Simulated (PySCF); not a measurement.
# State search for KTe

Unrestricted PBE0; basis K def2-SVP, Te def2-SVP with ECP28; scalar-relativistic core potentials; PySCF 2.14. Outer shells of the fragments: K 4s1; Te 4d10 5s2 5p4.

Followed along the bond (rough minima from three points):

| 2Ms+1 | unpaired | ⟨S²⟩ at the start | R at minimum (Å) | Te (eV) |
| --- | --- | --- | --- | --- |
| 2 | π ↑ | 0.75 | 3.19 | 0.00 |
| 2 | σ ↑ | 0.75 | 3.06 | 0.42 |
| 4 | σ ↑, π ↑↑ | 3.75 | none in the scan | ≤ 2.18 |

Solutions found at the starting distance of 3.265 Å, counted from the lowest of them; the search is not exhaustive and high or unbound solutions are not listed, so other states can lie among these:

| 2Ms+1 | unpaired | term | E (eV) | ⟨S²⟩ | ⟨Lz²⟩ | μ (D) |
| --- | --- | --- | --- | --- | --- | --- |
| 2 | π ↑ | ²Π | 0.00 | 0.75 | 1.01 | -10.88 |
| 2 | σ ↑ | ²Σ⁺ | 0.47 | 0.75 | 0.00 | -11.64 |
| 4 | σ ↑, π ↑↑ | ⁴Σ⁻ | 2.30 | 3.75 | 0.00 | 3.09 |
| 2 | σ ↓, π ↑↑ | mixed | 2.34 | 1.75 | 0.00 | 3.43 |
| 4 | σ ↑↑, π ↑ | ⁴Π | 2.56 | 3.75 | 1.01 | 3.04 |
| 2 | σ ↑, π ↑↓ | mixed | 2.68 | 1.76 | 2.01 | 3.25 |
| 4 | π ↑↑↑ | ⁴Π | 3.65 | 3.75 | 1.00 | 1.00 |
| 2 | σ ↑ | mixed | 3.78 | 0.75 | 2.00 | 3.25 |
| 4 | σ ↑, π ↑↑ | mixed | 3.91 | 3.75 | 2.00 | 0.69 |
| 4 | σ ↑, π ↑↑ | mixed | 4.00 | 3.75 | 2.00 | 0.95 |

A term symbol is given only where ⟨S²⟩ and ⟨Lz²⟩ are close to those of a pure state; real π, δ and φ orbitals otherwise mix terms. A positive dipole means K(−)Te(+).

Compare the gap between the two lowest followed solutions at the starting distance with the gap between their minima.

At PBE0 the second solution (doublet, unpaired electrons σ ↑) lies +0.47 eV from the first (doublet, unpaired electrons π ↑) at 3.265 Å and +0.42 eV at the minima; the two curves relax by different amounts, since their minima lie near 3.06 and 3.19 Å.

Spin–orbit coupling is left out. Counting both spins, an empty level lies below a filled one in some of these solutions, because spin and occupation are held.
